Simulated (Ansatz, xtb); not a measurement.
System: BCl₂, charge 1, multiplicity 1. SMILES of the parent species: Cl[B]Cl
Coordinates optimised at B3LYP-D3(BJ)/def2-TZVP (Ansatz, a quantum-chemistry and plane-wave program):
```
B
Cl 1 1.6135
Cl 1 1.6135 2 180.00
```
Charge +1, spin multiplicity 1.

Harmonic wavenumbers from GFN2-xTB (xtb, at its own minimum), cm⁻¹: 301, 301, 558, 1372.

### Question
Give the harmonic wavenumbers at B3LYP-D3(BJ)/def2-TZVP (Ansatz, finite differences of forces, unscaled).

### Answer
327, 327, 559, 1463 cm⁻¹. Zero-point energy 3.8 kcal/mol.

### Question
From these and the geometry, give the ideal-gas thermochemistry at 298.15 K and 1 atm (rigid rotor, harmonic oscillator).

### Answer
Point group D∞h, rotational symmetry number 2. Rotational constants 2.738, 2.738 GHz. S(trans) 39.12, S(rot) 15.96, S(vib) 3.09, S(elec, spin only) 0.00, S 58.2 cal/(mol K). H(298) - H(0) 2.68 kcal/mol; G - E(el) -10.8 kcal/mol.
